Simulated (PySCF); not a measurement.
## InC, PBE0: how much the basis matters

PySCF, UKS reference; quartet, unpaired electrons σ ↑, π ↑↑; De to In + C without counterpoise correction.

```csv
basis,relativity,functions,Re (Å),ωe (cm⁻¹),De (eV),μ (D)
x2c-SVPall,spin-free X2C,50,2.204,488,3.00,-2.61
def2-SVPD,scalar-relativistic core potentials,52,2.223,468,2.97,-2.80
aug-cc-pVDZ-PP/aug-cc-pVDZ,scalar-relativistic core potentials,55,2.225,461,2.92,-2.89
cc-pVTZ-PP/cc-pVTZ,scalar-relativistic core potentials,69,2.205,476,2.95,-2.69
x2c-TZVPPall,spin-free X2C,91,2.202,476,2.97,-2.76
```

(1) How does each smaller set differ from the one with most functions, x2c-TZVPPall?

A positive dipole means In(−)C(+). These are scalar-relativistic numbers at best; spin–orbit coupling would shift them, the dissociation energy most. The state is the lowest determinant that a PBE0 search found; another state may lie lower at other levels.

Results:

(1) x2c-SVPall: +0.2 pm, +2.5 % in ωe, +0.03 eV in De; def2-SVPD: +2.1 pm, -1.7 % in ωe, +0.00 eV in De; aug-cc-pVDZ-PP/aug-cc-pVDZ: +2.3 pm, -3.2 % in ωe, -0.05 eV in De; cc-pVTZ-PP/cc-pVTZ: +0.3 pm, +0.0 % in ωe, -0.02 eV in De. All at PBE0; the set with most functions is neither the basis-set limit nor always the best. The rows treat relativity differently, so the differences are not basis effects alone.
